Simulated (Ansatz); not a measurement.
Reaction (SMILES): CCCCCCO -> C[CH]CCCCO + H atom (the C-H bond at the site shown breaks; other sites are not compared here)
Structures are relaxed separately at B3LYP-D3(BJ)/def2-TZVP in Ansatz (an electronic-structure program), one conformer each, not searched for the lowest.

Property: bond dissociation energy (electronic energy difference), in kcal/mol. Valence correlation only, unless marked. Open shells are spin-unrestricted. No spin-orbit coupling. No relativistic terms. Basis-set limits of correlation are two-point, X^-3; Hartree-Fock from the larger set. The bracket is a focal-point correction in the basis named.

```csv
level,program,bond dissociation energy (kcal/mol)
revPBE/def2-TZVPD,Ansatz,99.0
r2SCAN-D3(BJ)/def2-TZVPD,Ansatz + dftd3,100.1
PBE0/def2-TZVPD,Ansatz,101.6
wB97X-V/def2-TZVPD,Ansatz,105.4
```

**Question.** Estimate the value at RI-MP2/CBS(cc-pVTZ,cc-pVQZ)+[CCSD(T)-MP2]/cc-pVTZ as computed with Ansatz.

**Answer.** 107.3 kcal/mol, so wB97X-V/def2-TZVPD differs from it by -1.9 kcal/mol.
